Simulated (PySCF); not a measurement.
# Spin-rotation constants: `C=C1C[C@@H]2CN=C[C@H]12`, C7H9N

Geometry:
```csv
atom,x (Å),y (Å),z (Å)
C1,2.421,0.499,-0.020
C2,1.220,-0.010,0.153
C3,0.370,-0.987,-0.616
C4,-0.701,-0.894,0.490
C5,-1.982,-0.130,0.110
N6,-1.765,1.257,0.458
C7,-0.659,1.403,1.038
C8,0.165,0.159,1.219
H9,3.024,0.238,-0.873
H10,2.853,1.190,0.684
H11,0.822,-1.970,-0.742
H12,0.043,-0.625,-1.591
H13,-0.902,-1.826,1.012
H14,-2.861,-0.483,0.655
H15,-2.207,-0.190,-0.958
H16,-0.327,2.374,1.369
H17,0.479,0.006,2.251
```

Computed, not measured: GIAO BHandHLYP/pcSseg-1 magnetisability, rotational g tensor and spin-rotation constants, non-relativistic, gas phase in PySCF 2.14.0. Geometry: GFN2-xTB.

(1) Give the nuclear spin-rotation constants along the inertial axes (H = +C I·J) beside the isotropic shieldings.

(2) How do the rotational constants and the g tensor change when H9, H10, H11, H12, H13, H14, H15, H16, H17 are replaced by deuterium?

## Answers

(1) Rotational constants 4.1751, 1.9852, 1.5744 GHz. A star marks the isotopologue with that one atom substituted, in its own axes.
```tsv
atom	isotope	Caa (kHz)	Cbb (kHz)	Ccc (kHz)	mean (kHz)	σ (ppm)
N6	14N	0.735	0.657	0.135	0.509	-122.7
H9	1H	-0.064	-0.130	-0.083	-0.093	26.9
H10	1H	-0.397	0.109	-0.144	-0.144	26.7
H11	1H	-0.295	0.000	-0.157	-0.151	28.9
H12	1H	-0.445	-0.219	0.052	-0.204	29.7
H13	1H	-0.465	-0.097	-0.028	-0.196	29.4
H14	1H	0.035	-0.182	-0.097	-0.081	27.7
H15	1H	-0.420	-0.126	0.022	-0.175	27.9
H16	1H	-0.415	0.218	-0.168	-0.122	24.6
H17	1H	-0.426	-0.196	0.068	-0.185	28.1
C1	13C*	1.119	0.721	0.361	0.734	71.7
C2	13C*	1.454	0.864	0.448	0.922	28.2
C3	13C*	0.617	0.395	0.269	0.427	148.3
C4	13C*	0.727	0.293	0.255	0.425	155.9
C5	13C*	0.991	0.380	0.383	0.585	113.9
C7	13C*	1.320	1.030	0.447	0.932	16.0
C8	13C*	0.850	0.381	0.349	0.527	126.9
```
For the geometry as given, no vibrational averaging.

(2) Constants 3.3459, 1.7076, 1.3536 GHz; g -0.0306, -0.0238, -0.0122, against -0.0373, -0.0280, -0.0142 before.
